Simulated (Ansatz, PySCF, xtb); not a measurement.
Pair of molecules: H2 (SMILES [H][H]) (first 2 atoms) with CH4S (SMILES CS); geometry from B3LYP-D3(BJ)/def2-TZVP, rigid monomers moved along the line of their centres of mass till H1···S4 is 3.48 Å.
(charge 0, multiplicity 1):
```xyz
8

H      0.030    -0.330     0.154
H      0.378    -0.161    -0.483
C      0.842     0.790     3.532
S     -0.795    -0.009     3.516
H      0.848     1.664     4.180
H      1.535     0.052     3.933
H      1.160     1.060     2.527
H     -1.484     1.033     3.022
```

Interaction energies are E(AB) − E(A) − E(B) at the monomers' geometry in the complex; basis-set methods are counterpoise corrected. Rows marked so take none.

Correlated levels freeze the cores. CBS(a, b) extrapolates the correlation energy as X⁻³ and adds the Hartree–Fock energy of set b. Rows in 6-31G* carry no dispersion term and start afresh at each structure (6-31G* with six Cartesian d functions).

Programs: Ansatz (a first-principles code); PySCF for 6-31G* rows; xtb for the GFN methods. 

The comparison value is -0.60 kcal/mol (CCSD(T)/CBS(aug-cc-pV(D+d)Z, aug-cc-pV(T+d)Z)). It is a level with limits of its own, not the exact answer.

Q: Order these levels by how close they come to the comparison value for the interaction energy, closest first: GFN-FF, BP86/6-31G* (no counterpoise), wB97X-V/def2-TZVPPD. Give each level's value less the comparison value.

A: wB97X-V/def2-TZVPPD (-0.01 kcal/mol), GFN-FF (0.34 kcal/mol), BP86/6-31G* (no counterpoise) (0.63 kcal/mol)
